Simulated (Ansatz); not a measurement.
`O[SiH2][SiH2][SiH2]F` + H₂O → `O[SiH2][SiH2]F` + `O[SiH3]`  (formal hydrolysis of the Si–Si bond)

Isolated molecules relaxed with PBE0-D4/def2-TZVP in Ansatz; ΔE leaves out vibrations. CBS: MP2 limit from def2 TZ/QZ plus the TZ coupled-cluster correction, frozen cores. This one scheme is used for every species. Functionals use def2-TZVPP. B3LYP here is the variant with VWN-RPA as its local correlation; programs differ in this. One conformer a species, not always the lowest.

```json
{"level": "PBE-D4", "ΔE (kJ/mol)": "-49.6", "difference from CCSD(T)/CBS": "20.8"}
{"level": "r2SCAN-D4", "ΔE (kJ/mol)": "-67.5", "difference from CCSD(T)/CBS": "2.9"}
{"level": "PBE0-D4", "ΔE (kJ/mol)": "-55.7", "difference from CCSD(T)/CBS": "14.7"}
{"level": "B3LYP-D4", "ΔE (kJ/mol)": "-72.5", "difference from CCSD(T)/CBS": "-2.1"}
{"level": "ωB97X-V", "ΔE (kJ/mol)": "-73.4", "difference from CCSD(T)/CBS": "-3.0"}
{"level": "ωB97M-V", "ΔE (kJ/mol)": "-76.2", "difference from CCSD(T)/CBS": "-5.8"}
{"level": "B2PLYP", "ΔE (kJ/mol)": "-82.1", "difference from CCSD(T)/CBS": "-11.7"}
{"level": "PBE", "ΔE (kJ/mol)": "-55.3", "difference from CCSD(T)/CBS": "15.1"}
{"level": "r2SCAN", "ΔE (kJ/mol)": "-69.2", "difference from CCSD(T)/CBS": "1.2"}
{"level": "PBE0", "ΔE (kJ/mol)": "-61.0", "difference from CCSD(T)/CBS": "9.4"}
{"level": "B3LYP", "ΔE (kJ/mol)": "-81.7", "difference from CCSD(T)/CBS": "-11.3"}
{"level": "HF/def2-TZVPP", "ΔE (kJ/mol)": "-104.4", "difference from CCSD(T)/CBS": "-34.0"}
{"level": "MP2/def2-TZVPP", "ΔE (kJ/mol)": "-79.0", "difference from CCSD(T)/CBS": "-8.6"}
{"level": "SCS-MP2/def2-TZVPP", "ΔE (kJ/mol)": "-86.0", "difference from CCSD(T)/CBS": "-15.6"}
{"level": "CCSD/def2-TZVPP", "ΔE (kJ/mol)": "-77.1", "difference from CCSD(T)/CBS": "-6.7"}
{"level": "CCSD(T)/def2-TZVPP", "ΔE (kJ/mol)": "-72.7", "difference from CCSD(T)/CBS": "-2.3"}
{"level": "HF/def2-QZVPP", "ΔE (kJ/mol)": "-105.8", "difference from CCSD(T)/CBS": "-35.4"}
{"level": "MP2/def2-QZVPP", "ΔE (kJ/mol)": "-78.1", "difference from CCSD(T)/CBS": "-7.7"}
{"level": "SCS-MP2/def2-QZVPP", "ΔE (kJ/mol)": "-85.1", "difference from CCSD(T)/CBS": "-14.7"}
{"level": "HF/CBS(def2)", "ΔE (kJ/mol)": "-106.0", "difference from CCSD(T)/CBS": "-35.6"}
{"level": "MP2/CBS(def2)", "ΔE (kJ/mol)": "-76.7", "difference from CCSD(T)/CBS": "-6.3"}
{"level": "CCSD/CBS(def2)", "ΔE (kJ/mol)": "-74.8", "difference from CCSD(T)/CBS": "-4.4"}
{"level": "CCSD(T)/CBS", "ΔE (kJ/mol)": "-70.4", "difference from CCSD(T)/CBS": "0"}
```

Largest T1 diagnostic among the species: 0.013.

The D4 term adds +9.1 kJ/mol with B3LYP and +5.3 kJ/mol with PBE0; it sums over pairs of atoms, weighted by their polarisabilities, and B3LYP, whose exchange is more repulsive, gets the larger term. From PBE to PBE0 (25 % exact exchange), in def2-TZVPP and without D4, ΔE moves by −5.7 kJ/mol.
